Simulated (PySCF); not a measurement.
Computed IR spectrum (relative IR intensity) of a molecule C₃H₄ClNSi. Geometry optimised at PBE0-D3(BJ)/def2-SVP. One conformer was computed; it need not be the lowest. These are PySCF 2.14.0 with PBE0-D3(BJ)/def2-SVP values and carry that method's errors. Frequencies are harmonic and unscaled.

Lines under 2 % of the strongest are left out, and lines within 2 cm⁻¹ are merged.

```
ν (cm⁻¹)  relative intensity
--------  ------------------
103                      3.9
146                      3.4
355                      2.5
419                       27
489                       12
587                       86
633                       14
676                       19
737                       34
787                       22
809                       78
867                      100
886                       30
964                       31
1140                      21
1288                     8.6
1333                      19
1600                      17
1668                      42
2257                      95
3164                     6.5
3203                      14
```

Task: Which molecule gave these data?
A) ClC1=CC=N[SiH2]1
B) C#C/C=N/[SiH2]Cl
C) Cl[Si@@H]1C=CN=C1
D) Cl[Si@H]1C=CC=N1

Result: C, Cl[Si@@H]1C=CN=C1
